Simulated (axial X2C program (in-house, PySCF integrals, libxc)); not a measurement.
**Spin–orbit effects down a group: molecules with F (ions), CCSD(T)**

Calculated with an in-house relativistic program for diatomic molecules, spin-free (one-electron X2C) or two-component (2c: spin–orbit coupling with atomic mean-field Coulomb and Gaunt terms, which also bring small scalar terms), in Dyall basis sets with cores contracted in-house; open shells are unrestricted.

Basis sets: F dyall-av3z, O dyall-av3z, S dyall-av3z, Se dyall-cv3z. Frozen shells (counts by l): OF⁺ F 1s, O 1s, 12 electrons correlated; SF⁺ S 2s1p, F 1s, 12 electrons correlated; SeF⁺ Se 3s2p1d, F 1s, 12 electrons correlated. Coupled cluster in natural virtuals with an MP2 remainder. Where the outer core of a metal is frozen, bonds come out longer and ionisation energies lower.

```
molecule  spin-free state  Re (Å)  ωe (cm⁻¹)  De (eV)  2c state  Re 2c (Å)  ωe 2c (cm⁻¹)  De 2c (eV)
     OF⁺   M_S = 1, Λ = 0   1.232     1395.4     2.86     Ω = 1      1.232        1395.3        2.85
     SF⁺   M_S = 1, Λ = 0   1.524     1000.0     3.49     Ω = 1      1.524         999.8        3.48
    SeF⁺   M_S = 1, Λ = 0   1.666      806.3     3.12     Ω = 1      1.667         805.4        3.09
```

Fragments in 2c: F + O+, S+ + F, Se+ + F. Each entry is the lowest single determinant of a limited PBE0 search at one distance. De goes to single-determinant-based atoms at the same level (for ions the charge split of lowest energy) and is withheld (n/a) where an atom does not fit its ground term or J level. Main or longest-lived isotopes. One determinant is a doubtful description, or other states lie close, for OF⁺, SF⁺, SeF⁺; these need not be ground states, and all values refer to the states named. Some open-shell Ω = 0 determinants are out of reach, so the Ω given for OF⁺, SF⁺, SeF⁺ need not be the lowest component. With several unpaired electrons the Ω given is that of one determinant, not necessarily of the lowest component.
